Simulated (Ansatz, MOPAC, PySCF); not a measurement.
Dimer: C2H2 (SMILES C#C) (first 4 atoms) with CH3I (SMILES CI); geometry from B3LYP-D3(BJ)/def2-TZVP, rigid monomers moved along the line of their centres of mass till C1···H8 is 4.54 Å.
(charge 0, multiplicity 1):
| atom | x (Å) | y (Å) | z (Å) |
|---|---|---|---|
| C | -0.3668 | -0.0942 | 0.7666 |
| C | -0.2625 | -1.0548 | 0.0594 |
| H | -0.4479 | 0.7505 | 1.4092 |
| H | -0.1760 | -1.9023 | -0.5758 |
| C | 2.2097 | -0.0898 | 5.7282 |
| I | 1.4976 | 1.8771 | 6.2582 |
| H | 1.8486 | -0.7753 | 6.4860 |
| H | 1.8050 | -0.3227 | 4.7498 |
| H | 3.2924 | -0.0448 | 5.7149 |

Interaction energies are E(AB) − E(A) − E(B) at the monomers' geometry in the complex; basis-set methods are counterpoise corrected. Rows marked so take none.

Frozen-core correlation. Filled d and f shells under p-block atoms count as core. CBS(a, b) extrapolates the correlation energy as X⁻³ and adds the Hartree–Fock energy of set b. Rows in 3-21G, STO-3G carry no dispersion term and start afresh at each structure; the Pople sets are all-electron and without relativity. The state that AM1, PM3, PM6, PM7 reach isn't checked; PM7 holds dispersion and hydrogen-bond terms.

Codes used: Ansatz (a first-principles code); MOPAC for AM1, PM3, PM6, PM7 (differences of heats of formation); PySCF for 3-21G rows, STO-3G rows, the dispersion terms. Values without a source in brackets are computed. In def2 rows elements past Kr take small-core potentials, without spin–orbit coupling.

Other levels give for the interaction energy: PBE/def2-TZVPPD -11.4; B3LYP/def2-TZVPPD -7.6; B3LYP-D3(BJ)/def2-TZVPPD -15.4; wB97M-V/def2-TZVPPD -15.6; MP2/CBS(def2-SVPD, def2-TZVPPD) + ΔCCSD(T)/def2-SVPD -15.1 meV.

Problem. What do these common cheap choices give for the same quantity: AM1, PM3, PM6, PM7, HF/STO-3G (no counterpoise), HF/3-21G (no counterpoise), B3LYP/3-21G (no counterpoise)?

Solution. AM1 -4.5; PM3 -4.8; PM6 -6.0; PM7 -13.2; HF/STO-3G (no counterpoise) -4.6; HF/3-21G (no counterpoise) -10.2; B3LYP/3-21G (no counterpoise) -8.6 meV. They span -13.2 to -4.5 meV.
